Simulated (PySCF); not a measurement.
Correlation energy of Mn²⁺ (manganese, charge +2)

[Ar] 3d4 4s1, high-spin 6D determinant (an excited configuration). Computed with PySCF 2.14 in x2c-TZVPPall with one added diffuse shell each of s, p, d, f type (7s6p5d3f1g, 80 functions), with scalar relativity by spin-free X2C-1e. Frozen: [Ne]; 13 electrons correlated.

MP2 pair energies summed by pair of shells (mhartree):

```
 pair   energy  share (%)
3p-3d  -140.43       39.6
3p-3p   -89.37       25.2
3d-3d   -38.85       11.0
3s-3p   -31.72        8.9
3s-3d   -22.59        6.4
3p-4s   -14.61        4.1
3d-4s   -11.28        3.2
3s-3s    -4.81        1.4
3s-4s    -1.07        0.3
```

Total MP2 correlation energy: -354.73 mhartree.

Same-spin part -123.28 and opposite-spin part -231.44 mhartree; SCS-MP2 scales them by 1/3 and 6/5 to -318.83 mhartree.

This basis was not built for core-valence correlation, so the inner-shell part is incomplete.
